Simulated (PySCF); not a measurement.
## KS⁺: frontier orbitals

revPBE at R = 3.343 Å; PySCF, no relativity, basis sets K aug-pcseg-1, S aug-pcseg-1. State: ³Σ⁻ (triplet), unpaired electrons π ↑↑. Only the outer orbitals are listed, counted within each symmetry.

```tsv
spin	orbital	occ.	ε (eV)	on K (%)	main shells (%)
α	7σ	1	-40.50	100	100 K s
α	3π	1	-24.42	100	100 K p
α	3π	1	-24.42	100	100 K p
α	8σ	1	-24.37	99	99 K p
α	9σ	1	-22.26	1	99 S s
α	4π	1	-12.47	0	100 S p
α	4π	1	-12.47	0	100 S p
α	10σ	1	-11.44	0	100 S p
α	11σ	0	-5.76	96	95 K s
α	5π	0	-3.85	88	79 K p, 9 K d
α	5π	0	-3.85	88	79 K p, 9 K d
β	7σ	1	-40.50	100	100 K s
β	3π	1	-24.42	100	100 K p
β	3π	1	-24.42	100	100 K p
β	8σ	1	-24.37	100	100 K p
β	9σ	1	-20.10	0	100 S s
β	10σ	1	-10.73	2	97 S p
β	4π	0	-9.92	1	99 S p
β	4π	0	-9.92	1	99 S p
β	11σ	0	-5.73	99	97 K s
```

Problem. Which are the highest filled and the lowest empty level, where do they sit, and how wide is the gap?

Solution. Highest filled β 10σ at -10.73 eV (in %: 97 S p); lowest empty β 4π at -9.92 eV (in %: 99 S p); the gap at revPBE is 0.81 eV.

```json
{
 "bond order (Mayer)": "0.06",
 "⟨S²⟩": "2.004",
 "charge on K (Mulliken, basis-dependent)": "0.98",
 "charge on K (Löwdin, basis-dependent)": "0.85",
 "dipole moment (positive dipole points towards S; it is taken about the centre of mass and depends on that origin)": "-5.71 D"
}
```

The state is the lowest determinant that a PBE0 search found; another state may lie lower at other levels.
